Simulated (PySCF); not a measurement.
Excitation energy of As²⁺ by level of theory

As²⁺ [Ar] 3d10 4s2 4p1 (2P) → As²⁺ [Ar] 3d10 4s2 5s1 (2S), as a difference of total energies. All numbers are calculated (PySCF 2.14, scalar relativity through the core potential, in aug-cc-pVQZ-PP with ECP10MDF (7s6p5d3f2g, 89 functions)). Correlated levels: valence: 3s2 3p6 3d10 frozen. The calculations carry no spin-orbit coupling.

```csv
method,excitation energy (eV)
UHF,12.856
LDA,12.701
PBE,12.595
PBE0,12.770
r2SCAN,13.109
wB97X,12.973
B97-3,12.761
MN15,12.820
wB97M-V,12.760
MP2 (valence),12.841
SCS-MP2 (valence),12.874
```

The promoted electron is Rydberg-like, and one or two diffuse shells describe it only roughly, which tends to raise the upper state.
